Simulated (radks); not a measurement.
Values are calculated unless marked as measured or tabulated.
Species: In. Configuration: [Kr] 4d10 5s2 5p1 (the NIST ground configuration). Level of theory: Dirac Kohn-Sham, PBE, spin-unpolarised, spherical densities, finite nucleus; open shells fill j = l - 1/2 first; Fermi nuclear charge, rms radius 4.6156 fm (a radial shooting solver on a logarithmic mesh with Libxc functionals).

Normalised radial functions P(r) = r R(r) (large component), r in bohr:

| r | 4p3/2 | 4d5/2 |
|---|---|---|
| 0.00218 | 0.0028 | 0.0000 |
| 0.003413 | 0.0066 | 0.0000 |
| 0.005385 | 0.0155 | 0.0002 |
| 0.008428 | 0.0347 | 0.0007 |
| 0.01319 | 0.0744 | 0.0023 |
| 0.02081 | 0.1507 | 0.0080 |
| 0.03257 | 0.2694 | 0.0253 |
| 0.05139 | 0.3995 | 0.0742 |
| 0.08044 | 0.4004 | 0.1840 |
| 0.1259 | 0.0756 | 0.3653 |
| 0.1986 | -0.4966 | 0.5096 |
| 0.3109 | -0.5571 | 0.3281 |
| 0.4906 | 0.3821 | -0.3175 |
| 0.7678 | 1.1728 | -0.9165 |
| 1.202 | 0.8325 | -0.8908 |
| 1.896 | 0.2226 | -0.4631 |
| 2.968 | 0.0208 | -0.1384 |
| 4.645 | 0.0004 | -0.0198 |
| 7.329 | 0.0000 | -0.0009 |
| 11.47 | 0.0000 | 0.0000 |

4p3/2: eigenvalue -75.864 eV, 2 radial nodes at r = 0.134, 0.422 bohr, <r> = 0.932 bohr, 90 % of the charge inside 1.37 bohr. 4d5/2: eigenvalue -18.109 eV, 1 radial node at r = 0.403 bohr, <r> = 1.19 bohr, 90 % of the charge inside 1.88 bohr.
